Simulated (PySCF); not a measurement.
## Correlation energy of Si²⁺ (silicon, charge +2)

[Ne] 3s1 3d1, high-spin 3D determinant (an excited configuration). Computed with PySCF 2.14 in dyall-av3z (19s12p3d2f, 84 functions), with no relativity, point nucleus. Frozen: [Ne]; 2 electrons correlated; the 23 highest virtual orbitals of each spin left out.

With two correlated electrons CCSD is exact within the correlated space (frozen core and kept virtual orbitals).

```tsv
level	correlation energy (mhartree)
CCSD	-8.86
```

Diagnostics: T1 = 0.0025, D1 = 0.0044, largest double amplitude 0.043.

The outer electron is Rydberg-like, and this basis confines it to a smaller radius and binds it less than a complete one would.

Cost of the coupled-cluster step: roughly 2 core-seconds, for 2 correlated electrons.
